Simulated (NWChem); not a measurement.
The numbers come from NWChem runs, not from measurements. System: CH7AlO3, charge 0, spin multiplicity 1, at a geometry optimised with B3LYP/def2-SVP. The structure started from a generated list of species. Level: MP2/def2-SVP, 9 core orbitals frozen.

Job file:

```
start mol
memory heap 200 mb stack 800 mb global 1000 mb
geometry units angstroms nocenter noautoz noautosym
  Al     0.174451    -0.054292    -0.172654
  C      1.610556     1.232646    -0.520368
  H      2.256931     0.905983    -1.354824
  H      2.268076     1.378384     0.354084
  H      1.208091     2.221474    -0.799882
  O      0.494607    -1.521821     0.711672
  H      1.350631    -1.945177     0.808452
  O     -1.229114    -0.118584    -1.211042
  H     -1.273676    -0.406332    -2.124960
  O     -1.110740     0.517800     1.246436
  H     -1.067865    -0.274166     1.814515
  H     -1.911412     0.410598     0.692794
end
basis spherical
  * library def2-svp
end
scf
  rhf
  nopen 0
  maxiter 100
  thresh 1e-7
  semidirect memsize 60000000 filesize 0
end
mp2
  freeze core 9
end
task mp2 energy
```

Output (cleaned and shortened):

```
             Northwest Computational Chemistry Package (NWChem) 7.3.0
             --------------------------------------------------------

                                NWChem Input Module
                                -------------------

 Scaling coordinates for geometry "geometry" by  1.889725989
 (inverse scale =  0.529177249)

                             Geometry "geometry" -> ""
                             -------------------------

 Output coordinates in angstroms (scale by  1.889725989 to convert to a.u.)

  No.       Tag          Charge          X              Y              Z
 ---- ---------------- ---------- -------------- -------------- --------------
    1 Al                  13.0000     0.17445100    -0.05429200    -0.17265400
    2 C                    6.0000     1.61055600     1.23264600    -0.52036800
    3 H                    1.0000     2.25693100     0.90598300    -1.35482400
    4 H                    1.0000     2.26807600     1.37838400     0.35408400
    5 H                    1.0000     1.20809100     2.22147400    -0.79988200
    6 O                    8.0000     0.49460700    -1.52182100     0.71167200
    7 H                    1.0000     1.35063100    -1.94517700     0.80845200
    8 O                    8.0000    -1.22911400    -0.11858400    -1.21104200
    9 H                    1.0000    -1.27367600    -0.40633200    -2.12496000
   10 O                    8.0000    -1.11074000     0.51780000     1.24643600
   11 H                    1.0000    -1.06786500    -0.27416600     1.81451500
   12 H                    1.0000    -1.91141200     0.41059800     0.69279400

 Effective nuclear repulsion energy (a.u.)     246.9561573683

            Nuclear Dipole moment (a.u.)
            ----------------------------
        X                 Y               Z
 ---------------- ---------------- ----------------
    -0.0000018897     0.0000075589    -0.0000056692


 Summary of "ao basis" -> "" (spherical)
 ------------------------------------------------------------------------------
       Tag                 Description            Shells   Functions and Types
 ---------------- ------------------------------  ------  ---------------------
 *                          def2-svp                  on all atoms

 Summary of "ao basis" -> "ao basis" (spherical)
 ------------------------------------------------------------------------------
       Tag                 Description            Shells   Functions and Types
 ---------------- ------------------------------  ------  ---------------------
 Al                         def2-svp                 8       18   4s3p1d
 C                          def2-svp                 6       14   3s2p1d
 H                          def2-svp                 3        5   2s1p
 O                          def2-svp                 6       14   3s2p1d

                                 NWChem SCF Module
                                 -----------------

  ao basis        = "ao basis"
  functions       =   109
  atoms           =    12
  closed shells   =    25
  open shells     =     0
  charge          =   0.00
  wavefunction    = RHF
  use symmetry    = F
  symmetry adapt  = F

 Summary of "ao basis" -> "ao basis" (spherical)
 ------------------------------------------------------------------------------
       Tag                 Description            Shells   Functions and Types
 ---------------- ------------------------------  ------  ---------------------
 Al                         def2-svp                 8       18   4s3p1d
[...]
              MO Center= -4.2D-01, -1.6D-01,  3.7D-01, r^2= 6.2D+00
   Bfn.  Coefficient  Atom+Function         Bfn.  Coefficient  Atom+Function
  ----- ------------  ---------------      ----- ------------  ---------------
    88      0.886861  10 O  s                13     -0.669902   1 Al pz
   101     -0.562803  11 H  s                11      0.411909   1 Al px
    12     -0.400386   1 Al py              106     -0.402125  12 H  s
    21     -0.331211   2 C  s                56      0.187940   6 O  pz
     4      0.175977   1 Al s                93     -0.158843  10 O  py

 Vector   28  Occ=0.000000D+00  E= 2.050753D-01
              MO Center=  2.6D-01, -1.6D-01, -4.3D-01, r^2= 8.4D+00
   Bfn.  Coefficient  Atom+Function         Bfn.  Coefficient  Atom+Function
  ----- ------------  ---------------      ----- ------------  ---------------
    21      1.273394   2 C  s                69     -0.692218   8 O  s
    82      0.626681   9 H  s                13     -0.613040   1 Al pz
    44     -0.511303   5 H  s                34     -0.466848   3 H  s
    50      0.450003   6 O  s                63     -0.449306   7 H  s
    39     -0.440859   4 H  s               106      0.423534  12 H  s

 center of mass
 --------------
 x =  -0.05282017 y =  -0.04663778 z =   0.00867821

 moments of inertia (a.u.)
 ------------------
         513.684897840418         -35.315081618214          22.385916388432
         -35.315081618214         613.765906304922          55.715082892333
          22.385916388432          55.715082892333         612.549511573674

  Mulliken analysis of the total density
  --------------------------------------

    Atom       Charge   Shell Charges
 -----------   ------   -------------------------------------------------------
    1 Al  13    11.82   2.00  1.99  0.55 -0.03  5.94  0.70  0.32  0.35
    2 C    6     6.51   1.99  0.83  0.38  2.03  1.26  0.02
    3 H    1     0.96   0.74  0.20  0.03
    4 H    1     0.96   0.74  0.20  0.03
    5 H    1     0.95   0.73  0.19  0.03
    6 O    8     8.69   1.99  1.03  0.72  2.85  2.09  0.01
    7 H    1     0.79   0.67  0.06  0.07
    8 O    8     8.69   1.99  1.03  0.72  2.86  2.09  0.01
    9 H    1     0.79   0.67  0.06  0.07
   10 O    8     8.34   1.99  1.06  0.62  2.86  1.80  0.01
   11 H    1     0.75   0.63  0.04  0.07
   12 H    1     0.74   0.62  0.04  0.07

       Multipole analysis of the density wrt the origin
       ------------------------------------------------

     L   x y z        total         open         nuclear
     -   - - -        -----         ----         -------
     0   0 0 0     -0.000000      0.000000     50.000000

     1   1 0 0     -0.193853      0.000000     -0.000002
     1   0 1 0     -0.263190      0.000000      0.000008
     1   0 0 1      0.200213      0.000000     -0.000006

     2   2 0 0    -24.904570      0.000000    213.583415
     2   1 1 0     -2.371861      0.000000     27.085268
     2   1 0 1     -1.415490      0.000000    -15.913198
     2   0 2 0    -29.886336      0.000000    149.227752
     2   0 1 1      0.780185      0.000000    -33.987112
     2   0 0 2    -23.192361      0.000000    149.156399

                   NWChem MP2 Semi-direct Energy/Gradient Module
                   ---------------------------------------------

  Basis functions       =    109
  Molecular orbitals    =    109
  Frozen core           =      9
  Frozen virtuals       =      0
  Active alpha occupied =     16
  Active beta occupied  =     16
  Active alpha virtual  =     84
  Active beta virtual   =     84
  Use MO symmetry       = F
  Use skeleton AO sym   = F

  AO/Fock/Back tols     =   1.0D-09  1.0D-09  1.0D-09

 GA uses MA = F    GA memory limited = T

 Available:
  local mem=  1.15D+08
 global mem=  1.31D+08
 local disk=  0.00D+00
  mp2_memr nvloc                    84
  nvloc new                    84
   1 passes of  16:        3145728                      58509                  26144793.
   1 passes of  16: M    114683698           G      131048238           F     111537970.

 Semi-direct pass number   1 of   1  for RHF alpha+beta  at        5.9s
  vrange nnbf                  5717
  mp2_eaftype                    99  avail_ma_in_mb                   999
 EAF : mp2_eaftype filesize          99   13072396.
  mp2_eaf for mointskh                     99
Node 0 wrote     61.5 Mb in      0.0 s     Agg I/O rate:  1895.0 Mb/s
 Done moints_semi at       10.8s
  mp2_eaftype                    99  avail_ma_in_mb                   900
 EAF : mp2_eaftype filesize          99   13072396.
  mp2_eaf for kh                    99
 Done maket at       11.3s
 Done multipass loop at       11.3s

          -------------------------------------------
          SCF energy                -508.316024464274
          Correlation energy          -0.793939989302
          Singlet pairs               -0.493954770390
          Triplet pairs               -0.299985218912
          Total MP2 energy          -509.109964453576
          -------------------------------------------

          ---------------------------------------------------
                    Spin Component Scaled (SCS) MP2
          Same spin pairs                     -0.199990145941
          Same spin scaling factor             0.333333333333
          Opposite spin pairs                 -0.593949843361
          Opposite spin scaling fact.          1.200000000000
          SCS-MP2 correlation energy          -0.779403194013
          Total SCS-MP2 energy              -509.095427658287
          ---------------------------------------------------

 -----------------------
 Performance information
 -----------------------

 Timer overhead =  2.35D-07 seconds/call

               Nr. of calls         CPU time (s)                 Wall time (s)                GFlops
             ---------------    -------------------     ------------------------------   -------------------
Name         Min   Avg   Max    Min     Avg     Max     Min     Avg     Max   Mx/calls   Min     Max     Sum
mp2: moin     1     1     1    4.9     4.9     4.9      4.9     4.9     4.9     4.9      0.0     0.0     0.0
mp2: make     1     1     1   0.48    0.48    0.48     0.48    0.48    0.48    0.48      0.0     0.0     0.0
mp2: tota     1     1     1    5.4     5.4     5.4      5.4     5.4     5.4     5.4      0.0     0.0     0.0

 The average no. of pstat calls per process was 3.00D+00
 with a timing overhead of 7.04D-07s

 Task  times  cpu:       11.2s     wall:       11.2s

 Total times  cpu:       11.3s     wall:       11.3s
```
